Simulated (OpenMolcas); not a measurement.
Multiplet structure of neutral tellurium

- Program: OpenMolcas
- Method: XMS-RASPT2, IPEA 0.25 Eh, imaginary shift 0.1 Eh (closed shells correlated: 4d)
- Basis: ANO-RCC-VTZP [7s6p4d2f1g]
- Scalar Hamiltonian: DKH2, point nucleus
- Active space: 6 electrons in 9 orbitals (RAS2 5s 5p; RAS3 5d, at most 2 electrons)
- State averaging: 2S+1 = 3 even, 3 roots; 2S+1 = 1 even, 6 roots; 2S+1 = 3 odd, 3 roots
- Spin-orbit coupling: RASSI with atomic mean-field integrals over the reference wave functions, term energies averaged over their components

With spin-orbit coupling, above the lowest level:

```tsv
Configuration	Term	J	E (cm⁻¹)	Measured (cm⁻¹)	g	Term weight %
5s² 5p⁴	³P	2	0.0	0.0	1.471	94
5s² 5p⁴	³P	1	4180	4751	1.501	100
5s² 5p⁴	³P	0	4550	4706		93
5s² 5p⁴	¹D	2	10630	10558	1.030	94
5s² 5p⁴	¹S	0	23440	23198		93
5s 5p⁵	³P°	2	70480		1.501	100
```

Against the 4 measured excited levels shown (NIST Handbook of Basic Atomic Spectroscopic Data) the mean absolute deviation is 260 cm-1; the largest miss in energy is 5s² 5p⁴ ³P₁: computed 4180, measured 4751 cm⁻¹ (-12.1 %).

Spin-orbit coupling puts the lowest level 2404 cm⁻¹ below the lowest spin-free term.

For ³P the intervals divided by the larger J are -369.5, -2088.6 cm-1. Landé's interval rule makes them equal in pure LS coupling; they differ by 140 % of their mean. The multiplet is inverted.

CASPT2 breaks the degeneracy within a term, and the mean is taken; among the terms shown or strongly mixed into the levels shown the widest spread is 100 cm-1 (5s² 5p⁴ ¹D). Active for correlation alone: 5d; no level in the range computed is led by a configuration that fills it, so any true level of that kind is missing. Some terms mix strongly with configurations of 5d, whose occupation reaches 0.26 (5s 5p⁵ ³P°). Measured partners are found by configuration, term and J. A level has none where our copy of the source lacks it or the pairing is in doubt (some pairs that miss far off the trend of their configuration count as doubtful), and it then counts in no deviation. Levels of configurations outside the active space are missing. The first state left out of the spin-orbit step lies near 88000 cm-1 above the lowest spin-free state of the reference (among the parities and spins computed), and the list stops at four fifths of that energy or lower.

The term weight is that of the spin-free term in the level, not the purity of its configuration. ° marks odd parity.
